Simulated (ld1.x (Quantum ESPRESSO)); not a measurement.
# An all-electron radial function and its pseudo partner (oxygen)

Columns: radius, all-electron u(r) and pseudo u(r) of the 2p shell (level -9.20 eV) of oxygen in the configuration [He] 2s1.5 2p4.5; PBEsol, non-relativistic, TM scheme, ld1.x (Quantum ESPRESSO) 7.5.

```
r (bohr)  all-electron  pseudo
   0.050        0.0311  0.0152
   0.100        0.1030  0.0597
   0.150        0.1938  0.1294
   0.200        0.2902  0.2184
   0.250        0.3842  0.3192
   0.300        0.4714  0.4236
   0.350        0.5495  0.5236
   0.400        0.6177  0.6130
   0.450        0.6759  0.6877
   0.500        0.7244  0.7459
   0.550        0.7635  0.7881
   0.600        0.7940  0.8165
   0.650        0.8166  0.8341
   0.700        0.8323  0.8438
   0.750        0.8417  0.8480
   0.800        0.8459  0.8486
   0.850        0.8454  0.8462
   0.900        0.8411  0.8412
   0.950        0.8334  0.8334
   1.000        0.8230  0.8230
   1.050        0.8103  0.8103
   1.100        0.7958  0.7958
   1.150        0.7797  0.7797
   1.200        0.7625  0.7625
   1.250        0.7444  0.7444
   1.300        0.7256  0.7256
```

(1) How many radial nodes do the two functions have?

(2) At about which radius was the pseudo-wave matched?

(3) Is the pseudo-wave norm-conserving?

Results:

(1) The all-electron 2p function has n − l − 1 = 0; the pseudo-wave has 0.

(2) 1.00 bohr. The columns agree to 0.0005 from 0.90 bohr on; several derivatives are matched, so the curves merge somewhat inside the radius.

(3) Yes: the TM scheme keeps the norm inside the radius equal to the all-electron one, which fixes the energy derivative of the logarithmic derivative at the level.
